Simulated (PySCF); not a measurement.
Job file and geometry (Å, from GFN2-xTB) of an NMR shielding run on `C#C[SiH2]C[SiH2][SiH](N)N`, C3H12N2Si3, PySCF, GIAO PBE0/pcSseg-1 NMR shielding, non-relativistic, gas phase; density fitting, a coarse starting grid and PySCF grid level 2 are the driver's defaults:

```
$ OMP_NUM_THREADS=1 python probes_run.py task.json out

{"job": {"kind": "nmr", "xc": "PBE0", "basis": "pcSseg-1"}, "charge": 0, "multiplicity": 1}
C      1.722246     2.216351     1.252518
C      2.050191     1.200635     0.699052
Si     2.553157    -0.349404    -0.186079
C      1.320015    -0.662672    -1.593998
Si    -0.417702    -1.263719    -1.075437
Si    -1.603651     0.324171     0.105289
N     -1.088605     0.185544     1.748437
N     -3.313652     0.084104     0.252380
H      1.434952     3.104488     1.739575
H      2.553504    -1.448229     0.789798
H      3.915089    -0.129164    -0.700478
H      1.216971     0.250771    -2.181949
H      1.751105    -1.404513    -2.266990
H     -1.106787    -1.649185    -2.328814
H     -0.211727    -2.553866    -0.388724
H     -1.547949     1.682858    -0.477049
H     -0.107450     0.315114     1.938997
H     -1.633133     0.670407     2.445158
H     -3.623194    -0.695072     0.811080
H     -3.868528     0.132059    -0.585801
```

**Question.** What does the program print?

**Answer.** 
```
coarse grid: 17696 points
cycle   1  E = -1098.6674218551  dE =  5.518e-01  |g| = 7.029e-01  |ddm| = 4.086e+00
cycle   2  E = -1098.5990147416  dE =  6.841e-02  |g| = 8.890e-01  |ddm| = 1.524e+00
cycle   3  E = -1098.7774450347  dE = -1.784e-01  |g| = 1.018e-01  |ddm| = 9.409e-01
cycle   4  E = -1098.7791090852  dE = -1.664e-03  |g| = 5.904e-02  |ddm| = 1.170e-01
cycle   5  E = -1098.7799043627  dE = -7.953e-04  |g| = 2.128e-02  |ddm| = 5.280e-02
cycle   6  E = -1098.7800139733  dE = -1.096e-04  |g| = 3.450e-03  |ddm| = 1.890e-02
cycle   7  E = -1098.7800169343  dE = -2.961e-06  |g| = 9.869e-04  |ddm| = 4.385e-03
final grid: 155856 points
cycle   8  E = -1098.8200207418  dE = -2.831e-05  |g| = 8.736e-03  |ddm| = 3.323e-02
cycle   9  E = -1098.8200080294  dE =  1.271e-05  |g| = 1.154e-02  |ddm| = 1.779e-02
cycle  10  E = -1098.8200381247  dE = -3.010e-05  |g| = 8.290e-04  |ddm| = 9.964e-03
cycle  11  E = -1098.8200382380  dE = -1.133e-07  |g| = 4.686e-04  |ddm| = 9.889e-04
cycle  12  E = -1098.8200382887  dE = -5.072e-08  |g| = 1.598e-04  |ddm| = 3.995e-04
cycle  13  E = -1098.8200382952  dE = -6.452e-09  |g| = 2.595e-05  |ddm| = 1.509e-04
cycle  14  E = -1098.8200382953  dE = -1.558e-10  |g| = 9.292e-06  |ddm| = 3.719e-05
converged SCF energy = -1098.8200382953

GIAO shielding tensors (ppm)
atom      isotropic    diamagn.    paramagn.     s11        s22        s33       span
  0 C       79.219     261.009    -181.790     -7.372      1.149    243.880    251.252
  1 C       97.163     262.170    -165.006      0.490      6.236    284.763    284.273
  2 Si     414.049     880.500    -466.451    390.896    392.685    458.565     67.669
  3 C      198.148     258.740     -60.591    186.624    199.235    208.587     21.962
  4 Si     429.675     883.144    -453.469    399.653    419.159    470.212     70.560
  5 Si     368.421     880.599    -512.178    334.830    363.458    406.975     72.145
  6 N      243.650     321.458     -77.808    201.873    244.650    284.426     82.553
  7 N      252.271     317.038     -64.766    212.167    253.927    290.720     78.552
  8 H       29.686      33.479      -3.793     24.105     25.560     39.392     15.287
  9 H       27.287      29.437      -2.150     24.847     25.095     31.921      7.074
 10 H       26.988      27.145      -0.157     22.919     25.051     32.995     10.076
 11 H       31.788      33.265      -1.478     27.836     28.830     38.697     10.861
 12 H       31.788      29.995       1.793     25.480     29.009     40.875     15.395
 13 H       27.782      31.139      -3.357     23.818     26.258     33.271      9.453
 14 H       27.859      31.773      -3.915     24.945     26.096     32.535      7.590
 15 H       25.896      31.937      -6.042     22.420     25.052     30.214      7.794
 16 H       30.798      35.921      -5.123     21.973     27.114     43.307     21.334
 17 H       31.222      31.944      -0.723     23.651     27.762     42.252     18.600
 18 H       31.618      30.752       0.866     24.451     28.494     41.909     17.458
 19 H       31.893      30.193       1.700     24.506     27.625     43.549     19.042
```

Size and cost of the density-fitted run: 217 basis functions, 3.4 min wall time (2.6 min CPU) on 1 thread of an Intel Xeon, shared host; peak memory 0.9 GiB.
